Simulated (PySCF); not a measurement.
PySCF input for C₂H₃AuN, SMILES C[N+]#[C-]->[Au] (connectivity only; charge and spin as stated), neutral, multiplicity 2, TDA-PBE/def2-SVPD. Geometry optimised at B3LYP-D3(BJ)/def2-SVP. The geometry has at least one imaginary mode, so it is a saddle point at that level. The spin state was assumed, not searched. The isomer is the one that the SMILES or the coordinates give; other isomers of the formula were not compared. The def2 effective core potentials stand for the cores of Au; spin–orbit coupling is left out.

```python
import numpy as np
from pyscf import gto, scf, dft, tdscf

mol = gto.M(
    atom='''
    Au   -0.02853107    0.74049551   -0.00000000
    C    -0.24162635   -3.70745400    0.00000000
    N     0.21471968   -2.37030592    0.00000000
    C     0.54964949   -1.24486442    0.00000000
    H    -0.85440416   -3.89475776   -0.89528429
    H     0.61158641   -4.40357814    0.00000000
    H    -0.85440416   -3.89475776    0.89528429
    ''',
    basis='def2-SVPD',
    ecp={'Au': 'def2-svp'},
    charge=0,
    spin=1,
    max_memory=1600,
    verbose=4,
)
mf = dft.UKS(mol, xc='pbe').density_fit(auxbasis='def2-universal-jkfit')
mf.grids.level = 3
mf.conv_tol = 1e-9
mf.max_cycle = 100
mf.kernel()
fine, coarse = mf.grids, dft.Grids(mol).set(level=1).build(with_non0tab=True)
for _ in range(3):  # follow internal instabilities
    mf.grids = coarse
    mo, _, stable, _ = mf.stability(return_status=True, nroots=4)
    mf.grids = fine
    if stable:
        break
    mf.kernel(mf.make_rdm1(mo, mf.mo_occ))
mf.grids = dft.Grids(mol).set(level=1).build(with_non0tab=True)  # coarser grid for the response kernel
td = tdscf.TDA(mf)
td.nstates = 10
td.conv_tol = 1e-4
td.positive_eig_threshold = 1e-6
td.kernel(x0=td.get_init_guess(mf, 15))
td.analyze(verbose=3)
```

It prints:

```
PySCF version 2.14.0

[INPUT] verbose = 4
[INPUT] num. atoms = 7
[INPUT] num. electrons = 41
[INPUT] charge = 0
[INPUT] spin (= nelec alpha-beta = 2S) = 1
[INPUT] symmetry False subgroup None
[INPUT] Mole.unit = angstrom
[INPUT] Symbol           X                Y                Z      unit          X                Y                Z       unit  Magmom
[INPUT]  1 Au    -0.028531070000   0.740495510000   0.000000000000 AA   -0.053915908341   1.399333710370   0.000000000000 Bohr   0.0
[INPUT]  2 C     -0.241626350000  -3.707454000000   0.000000000000 AA   -0.456607625978  -7.006072679423   0.000000000000 Bohr   0.0
[INPUT]  3 N      0.214719680000  -2.370305920000   0.000000000000 AA    0.405761388754  -4.479229020235   0.000000000000 Bohr   0.0
[INPUT]  4 C      0.549649490000  -1.244864420000   0.000000000000 AA    1.038687000607  -2.352452816016   0.000000000000 Bohr   0.0
[INPUT]  5 H     -0.854404160000  -3.894757760000  -0.895284290000 AA   -1.614589862089  -7.360025487925  -1.691842111726 Bohr   0.0
[INPUT]  6 H      0.611586410000  -4.403578140000   0.000000000000 AA    1.155730816406  -8.321556652722   0.000000000000 Bohr   0.0
[INPUT]  7 H     -0.854404160000  -3.894757760000   0.895284290000 AA   -1.614589862089  -7.360025487925   1.691842111726 Bohr   0.0

nuclear repulsion = 131.380714148383
number of shells = 49
number of NR pGTOs = 180
number of NR cGTOs = 119
basis = def2-SVPD
ecp = {'Au': 'def2-svp'}


[settings echo left out]
init E= -256.864795739427
  alpha nocc = 21  HOMO = -0.579114315503511  LUMO = -0.463912978689295
  beta  nocc = 20  HOMO = -0.581945195412406  LUMO = -0.579114315503511

WARN: HOMO -0.579114315503511 >= LUMO -0.579114315503511

cycle= 1 E= -265.924466212468  delta_E= -9.06  |g|= 1.74  |ddm|= 8.96
  alpha nocc = 21  HOMO = -0.133319232795034  LUMO = -0.0696616577952938
  beta  nocc = 20  HOMO = -0.130342219480204  LUMO = -0.120631389603256
  HOMO = -0.13034221948  LUMO = -0.120631389603  gap/eV = 0.26425
cycle= 2 E= -214.248010493983  delta_E= 51.7  |g|= 5.82  |ddm|= 19.3
  alpha nocc = 21  HOMO = -0.146480910604502  LUMO = -0.0880398842795831
  beta  nocc = 20  HOMO = -0.215671757512254  LUMO = -0.140752325047236
  HOMO = -0.146480910605  LUMO = -0.140752325047  gap/eV = 0.15588
cycle= 3 E= -267.763602771423  delta_E= -53.5  |g|= 1.04  |ddm|= 18.7
  alpha nocc = 21  HOMO = -0.111762302329454  LUMO = -0.0457191852571288
  beta  nocc = 20  HOMO = -0.207683700973988  LUMO = -0.0932298330873635
  HOMO = -0.111762302329  LUMO = -0.0932298330874  gap/eV = 0.50429
cycle= 4 E= -267.914282677787  delta_E= -0.151  |g|= 0.769  |ddm|= 1.75
  alpha nocc = 21  HOMO = -0.119181885053505  LUMO = -0.0650227691664469
  beta  nocc = 20  HOMO = -0.176127737040335  LUMO = -0.0971008692307826
  HOMO = -0.119181885054  LUMO = -0.0971008692308  gap/eV = 0.60086
cycle= 5 E= -268.110618056869  delta_E= -0.196  |g|= 0.446  |ddm|= 1.44
  alpha nocc = 21  HOMO = -0.140318822333112  LUMO = -0.0485616911227672
  beta  nocc = 20  HOMO = -0.219921154744173  LUMO = -0.113651308812251
  HOMO = -0.140318822333  LUMO = -0.113651308812  gap/eV = 0.72566
cycle= 6 E= -268.229322658125  delta_E= -0.119  |g|= 0.0863  |ddm|= 0.755
  alpha nocc = 21  HOMO = -0.152779196602115  LUMO = -0.057989334436556
  beta  nocc = 20  HOMO = -0.234094948660676  LUMO = -0.12113701089474
  HOMO = -0.152779196602  LUMO = -0.121137010895  gap/eV = 0.86103
cycle= 7 E= -268.231727371911  delta_E= -0.0024  |g|= 0.046  |ddm|= 0.155
  alpha nocc = 21  HOMO = -0.145083505675645  LUMO = -0.0525158457690847
  beta  nocc = 20  HOMO = -0.221436738027161  LUMO = -0.112349161142996
  HOMO = -0.145083505676  LUMO = -0.112349161143  gap/eV = 0.89075
cycle= 8 E= -268.233108477234  delta_E= -0.00138  |g|= 0.00561  |ddm|= 0.0932
  alpha nocc = 21  HOMO = -0.145151084604988  LUMO = -0.0533748207246888
  beta  nocc = 20  HOMO = -0.221679733780339  LUMO = -0.112171091986358
  HOMO = -0.145151084605  LUMO = -0.112171091986  gap/eV = 0.89743
cycle= 9 E= -268.233093848417  delta_E= 1.46e-05  |g|= 0.00821  |ddm|= 0.0162
  alpha nocc = 21  HOMO = -0.145137114566994  LUMO = -0.0529207001466417
  beta  nocc = 20  HOMO = -0.221510312400516  LUMO = -0.112059567710057
  HOMO = -0.145137114567  LUMO = -0.11205956771  gap/eV = 0.90009
cycle= 10 E= -268.233124861985  delta_E= -3.1e-05  |g|= 0.00105  |ddm|= 0.00917
  alpha nocc = 21  HOMO = -0.145251340018614  LUMO = -0.0530315170170495
  beta  nocc = 20  HOMO = -0.221685863069325  LUMO = -0.112149033558904
  HOMO = -0.145251340019  LUMO = -0.112149033559  gap/eV = 0.90076
cycle= 11 E= -268.233125378499  delta_E= -5.17e-07  |g|= 0.00042  |ddm|= 0.00279
  alpha nocc = 21  HOMO = -0.145242831529542  LUMO = -0.0530273984612791
  beta  nocc = 20  HOMO = -0.221648432582619  LUMO = -0.112127744530788
  HOMO = -0.14524283153  LUMO = -0.112127744531  gap/eV = 0.90111
cycle= 12 E= -268.233125441479  delta_E= -6.3e-08  |g|= 0.000244  |ddm|= 0.000887
  alpha nocc = 21  HOMO = -0.145247950597714  LUMO = -0.0530368026401379
  beta  nocc = 20  HOMO = -0.221651730621538  LUMO = -0.112130372488192
  HOMO = -0.145247950598  LUMO = -0.112130372488  gap/eV = 0.90118
cycle= 13 E= -268.233125465583  delta_E= -2.41e-08  |g|= 6.03e-05  |ddm|= 0.000353
  alpha nocc = 21  HOMO = -0.145241723437682  LUMO = -0.0530333897070455
  beta  nocc = 20  HOMO = -0.221646334659096  LUMO = -0.11212227839083
  HOMO = -0.145241723438  LUMO = -0.112122278391  gap/eV = 0.90123
cycle= 14 E= -268.233125468  delta_E= -2.42e-09  |g|= 1.51e-05  |ddm|= 0.000136
  alpha nocc = 21  HOMO = -0.145241006068124  LUMO = -0.0530366544961708
  beta  nocc = 20  HOMO = -0.221644316752994  LUMO = -0.112122230814307
  HOMO = -0.145241006068  LUMO = -0.112122230814  gap/eV = 0.90121
cycle= 15 E= -268.233125468082  delta_E= -8.23e-11  |g|= 1.38e-05  |ddm|= 5.78e-05
  alpha nocc = 21  HOMO = -0.145242717942628  LUMO = -0.0530330241156794
  beta  nocc = 20  HOMO = -0.221648918430604  LUMO = -0.112123795143106
  HOMO = -0.145242717943  LUMO = -0.112123795143  gap/eV = 0.90121
Extra cycle  E= -268.233125467217  delta_E= 8.66e-10  |g|= 4.07e-05  |ddm|= 8.87e-05
converged SCF energy = -268.233125467217  <S^2> = 0.75330377  2S+1 = 2.003301
tot grids = 31832
uhf_internal: lowest eigs of H = [0.28045462 0.29591841 0.3053268  0.33337664]
<class 'pyscf.df.df_jk.DFUKS'> wavefunction is stable in the internal stability analysis
tot grids = 31832
Overwritten attributes  positive_eig_threshold  of <class 'pyscf.tdscf.uks.TDA'>


******** <class 'pyscf.tdscf.uks.TDA'> for <class 'pyscf.df.df_jk.DFUKS'> ********
nstates = 10
deg_eia_thresh = 1.000e-03
wfnsym = None
conv_tol = 0.0001
eigh lindep = 1e-12
eigh level_shift = 0
eigh max_cycle = 100


Excitation energies (eV)
[2.312137   2.72629507 3.11819772 3.32225252 3.3232827  3.50146333
 3.66869975 3.71590863 4.3248821  4.34641391]

** Excitation energies and oscillator strengths **
Excited State   1:      2.31214 eV    536.23 nm  f=0.0069
Excited State   2:      2.72630 eV    454.77 nm  f=0.0906
Excited State   3:      3.11820 eV    397.61 nm  f=0.0450
Excited State   4:      3.32225 eV    373.19 nm  f=0.0001
Excited State   5:      3.32328 eV    373.08 nm  f=0.0007
Excited State   6:      3.50146 eV    354.09 nm  f=0.0073
Excited State   7:      3.66870 eV    337.95 nm  f=0.0005
Excited State   8:      3.71591 eV    333.66 nm  f=0.0003
Excited State   9:      4.32488 eV    286.68 nm  f=0.0964
Excited State  10:      4.34641 eV    285.26 nm  f=0.0096
```

The run converged.
